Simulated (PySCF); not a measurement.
**Ruthenium: a sound run and one with changed settings**

Sound run: Ru [Kr] 4d7 5s1, Ru+ [Kr] 4d7. Computed with PySCF 2.14 in def2-SVP with the def2 core potential (28 electrons) (5s3p2d1f, 31 functions), with a scalar-relativistic core potential. The sound run starts from symmetry-adapted Hartree-Fock orbitals and uses a fine grid where one is needed.

Changed run: radial step 0.3 in ln r (0.13 in the sound run). This setting is unsound on purpose.

| species | method | sound run (hartree) | changed run (hartree) | converged |
| --- | --- | --- | --- | --- |
| Ru | UHF | -94.09867 | -94.09867 | yes |
| Ru | M06-L | n/a | -94.81191 | no |
| Ru | LDA | -94.57520 | -94.57518 | yes |
| Ru+ | UHF | -93.86585 | -93.86585 | yes |
| Ru+ | M06-L | -94.56398 | -94.54522 | yes |
| Ru+ | LDA | -94.27624 | -94.27621 | yes |

Ionisation energy of Ru:

| method | sound run (eV) | changed run (eV) |
| --- | --- | --- |
| UHF | 6.335 | 6.335 |
| LDA | 8.135 | 8.135 |

A coarse radial grid mis-integrates the density and the exchange-correlation energy, with errors of either sign; Hartree-Fock needs no grid.

For comparison, NIST gives 7.361 eV between the lowest levels.
